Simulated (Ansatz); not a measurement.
A nudged elastic band was laid between two geometries of CH3NOSe (7 atoms, charge 0, multiplicity 1).

These are results of RKS PBE0-D4/def2-SVP (Ansatz), not measurements.

```
movable images  : 5
climbing image  : yes
spring          : 5.0 eV/Å²
optimiser       : fire
start path      : IDPP
force threshold : 0.05 eV/Å
iteration limit : 60
end points      : relaxed
largest step    : 0.02 Å
```

Image 0:

```xyz
7
Properties=species:S:1:pos:R:3
N -0.460 0.934 0.059
C 0.060 -0.274 -0.164
O 0.848 -0.671 0.830
Se -0.244 -1.285 -1.628
H -1.076 1.337 -0.631
H -0.241 1.440 0.908
H 1.175 -1.549 0.579
```

Image 6:

```xyz
7
Properties=species:S:1:pos:R:3
N -0.477 0.696 0.143
C 0.096 -0.409 -0.379
O 0.958 -1.045 0.410
Se -0.279 -1.023 -2.023
H -1.095 1.221 -0.461
H -0.102 1.168 0.959
H 0.961 -0.677 1.305
```

Problem. What changes between the two ends?

Solution. No bond is made or broken. The dihedral Se4–C2–O3–H7 goes from 0 to -172°.

Problem. What energy profile does the band end with?

Solution. The forces met the threshold. The highest image is number 4 of 0 to 6, 59.6 kJ/mol above the first end and 13.9 kJ/mol above the last; the last end lies 45.6 kJ/mol above the first. Another band between the same ends (5 images) ends at a top of the same energy, where a vibrational analysis finds 1 clearly imaginary mode.

| image | path coordinate (Å) | energy (kJ/mol) | dihedral Se4–C2–O3–H7 (°) |
| --- | --- | --- | --- |
| 0 | 0.00 | 0.0 | 0 |
| 1 | 0.30 | 9.7 | -23 |
| 2 | 0.60 | 31.6 | -51 |
| 3 | 0.90 | 51.9 | -78 |
| 4 | 1.20 | 59.6 | -104 |
| 5 | 1.57 | 51.3 | -139 |
| 6 | 1.95 | 45.6 | -172 |

Problem. What is the geometry of the highest image?

Solution. 
```xyz
7
Properties=species:S:1:pos:R:3
N -0.642 0.622 0.221
C 0.228 -0.191 -0.399
O 1.264 -0.558 0.392
Se 0.069 -0.717 -2.101
H -1.419 1.004 -0.303
H -0.414 1.009 1.129
H 0.977 -1.237 1.016
```

The run took 7.7 min on 1 thread of Arm Neoverse V1, with other jobs on the host, peak memory 0.27 GiB.
